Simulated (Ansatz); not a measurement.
`[NH2][Al]([F])[SH]` + HCl → `[F][Al]([SH])[Cl]` + NH₃ at 500 K and 1 bar (ligand exchange at the Al–N bond).

Calculated with Ansatz (gas phase, PBE0-D4/def2-TZVP geometries, no zero-point term in ΔE). CBS: MP2 limit from def2 TZ/QZ plus the TZ coupled-cluster correction, frozen cores. This one scheme is used for every species. Each species was taken in one conformer, which may not be the lowest.

| species | CCSD(T)/CBS energy (Eh) | H − E (kJ/mol) | S (J/(mol·K)) |
| --- | --- | --- | --- |
| `[NH2][Al]([F])[SH]` | -796.26217 | 140.0 | 384.5 |
| HCl | -460.38127 | 32.5 | 201.9 |
| `[F][Al]([SH])[Cl]` | -1200.16071 | 71.4 | 371.1 |
| NH₃ | -56.50880 | 108.2 | 211.8 |

H − E and S are ideal-gas, rigid-rotor, harmonic terms from PBE0-D4/def2-TZVP, for one conformer and one mirror image of each species. 1 Eh = 2625.50 kJ/mol, R = 8.31446 J/(mol·K).

**Question.** By hand: ΔE, ΔH, ΔS and ΔG.

**Answer.** ΔE = (-1200.16071) + (-56.50880) − (-796.26217) − (-460.38127) = -0.02607 Eh = -68.4 kJ/mol. Δ(H − E) = 71.4 + 108.2 − 140.0 − 32.5 = 7.1, so ΔH = -61.3 kJ/mol. ΔS = 371.1 + 211.8 − 384.5 − 201.9 = -3.5 J/(mol·K). ΔG = -61.3 − 500 × (-3.5)/1000 = -59.5 kJ/mol.

**Question.** By hand: the equilibrium constant, and the temperature at which ΔG would vanish if ΔH and ΔS stayed fixed.

**Answer.** log₁₀ K = −ΔG/(RT ln 10) = 6.2. ΔG = 0 at ΔH/ΔS = 17514 K, far beyond where these terms or the molecules hold.

The number of gas molecules stays the same, so ΔS is small and ΔH decides. A doubt of 5 kJ/mol in ΔE shifts log₁₀ K by 0.5 here. Other conformers and mirror images would add mixing entropy, several J/(mol·K) or more a flexible species. These are equilibria of isolated gas molecules and say nothing of rates. Largest T1 diagnostic: 0.011 (customary marks: 0.02 for closed shells, 0.045 for open ones).
